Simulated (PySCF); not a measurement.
Gas-phase reaction: GeHCl3 + Ge2H6 ⇌ 3 GeHCl + 4 H. Level: PBE0/def2-TZVP; standard pressure 1 bar.

Method: PySCF energies plus ideal-gas RRHO corrections (1 bar). Open shells (unrestricted): H (multiplicity 2); the rest are closed-shell singlets. Ge: all electrons, no relativistic terms. GeHCl: computed as isolated molecules; such fragments, hydroxides, amides, oligomers or adducts are transient or little studied in the gas. The harmonic model lacks anharmonicity and excited electronic states, which grow with temperature; levels with a mode under 35 cm⁻¹ are left out. Internal rotation in Ge2H6 is treated as a harmonic vibration of one conformer, which makes the entropy rough.

```csv
T (K),1000/T (1/K),log10 K
1000,1.0000,-30.37
1200,0.8333,-19.71
1400,0.7143,?
1600,0.6250,-6.43
1800,0.5556,-2.03
2000,0.5000,1.48
```

Task: Fit log10 K = a + b·(1000/T) to the five rows, get the mean ΔH° and ΔS°, and predict log10 K at 1400 K.

Result: Means: 1000/T = 0.7028, log10 K = -11.412. Sums of products about the means: Sxy = -11.10033, Sxx = 0.174207, so b = Sxy/Sxx = -63.72 and a = -11.412 − (-63.72)×0.7028 = 33.37.
ΔH° = −R ln 10 × 1000 K × b = −19.145 × (-63.72) = 1220 kJ; ΔS° = R ln 10 × a = 639 J/K. The run's own values go from 1225 kJ and 644 J/K at 1000 K to 1207 kJ and 632 J/K at 2000 K.
Prediction at 1400 K: 33.37 + (-63.72)×0.7143 = -12.15. The computed value is -12.11, 0.04 from the line.
For scale, ΔH°(298 K) is 1216 kJ at this level, 1220 kJ at ωB97M-V/def2-TZVP†, and runs from 990 to 1360 kJ over the 19 levels computed († marks an energy on the PBE0/def2-TZVP geometry).
